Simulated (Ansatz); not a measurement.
A CCSD(T) single point on Cl2FHSZr, SMILES `[F][Zr]([SH])([Cl])[Cl]`.

```yaml
crystal:
  periodic: [false, false, false]
  atoms:
    - {symbol: F, position_ang: [0.095277, -1.795465, -0.696337]}
    - {symbol: Zr, position_ang: [-0.279649, 0.022172, -0.395556]}
    - {symbol: S, position_ang: [0.898847, 0.661710, 1.621219]}
    - {symbol: Cl, position_ang: [-2.561888, 0.369268, -0.089370]}
    - {symbol: Cl, position_ang: [0.467126, 1.336198, -2.167195]}
    - {symbol: H, position_ang: [1.380276, -0.593882, 1.727229]}
basis:
  gaussian: {orbitals: def2-SVP}
correlation: {method: ccsd_t}
```

```sh
$ ansatz run in.yaml --threads 4 --pin off --events-out ev --progress --plain --max-ram 10444MiB
```

Output of Ansatz, abridged:

```
Functional definition: HF
985 factors; integrals over basis functions are off by at most 8.6e-4 eV
mean field evaluation 1: about -39803.1649 eV, gradient 3.9e1 eV
mean field evaluation 2: about -39803.2514 eV, gradient 3.9e1 eV
mean field evaluation 4: about -39807.1142 eV, gradient 2.2e0 eV
mean field evaluation 8: about -39807.1576 eV, gradient 2.4e-1 eV
mean field -39807.15811704 eV, -1462.8860785403 hartree, gradient 1.4e-6 eV, S^2 0.000000; 0 other end points of the search recorded, 0 dependent functions left out
16 core orbitals not correlated: weight in the atoms' cores, before any rotation towards them, 1.000 or more for the frozen orbitals, at most 0.000 for the correlated occupied ones
reference -39807.15811704 eV, -1462.8860785403 hartree; 20, 20 occupied and 68, 68 virtual orbitals, 985 factors
second order -22.46443256 eV of doubles, -0.00000000 eV of singles
cycle   1  -22.58525214 eV  change   -1.2e-1 eV  update   1.6e-1
cycle   2  -23.16200892 eV  change   -5.8e-1 eV  update   6.7e-2
cycle   3  -23.33205402 eV  change   -1.7e-1 eV  update   3.0e-2
cycle   4  -23.32964041 eV  change    2.4e-3 eV  update   7.8e-3
cycle   5  -23.32072719 eV  change    8.9e-3 eV  update   3.1e-3
cycle   6  -23.32005691 eV  change    6.7e-4 eV  update   1.1e-3
cycle   7  -23.32007830 eV  change   -2.1e-5 eV  update   4.4e-4
cycle   8  -23.32007294 eV  change    5.4e-6 eV  update   1.8e-4
cycle   9  -23.32018475 eV  change   -1.1e-4 eV  update   5.8e-5
cycle  10  -23.32019631 eV  change   -1.2e-5 eV  update   2.3e-5
perturbative correction -0.74096812 eV, -0.0272300760 hartree
Total energy: -39831.21928147 eV, -1463.7703100237 hartree
```

Hardware: 4 threads of an Arm Neoverse V1 on a shared host. Wall time 6.5 s, peak host memory 0.46 GiB.

The correlation energy is -24.061 eV, 3.1 % of it from (T); the T1 diagnostic reads 0.0174.
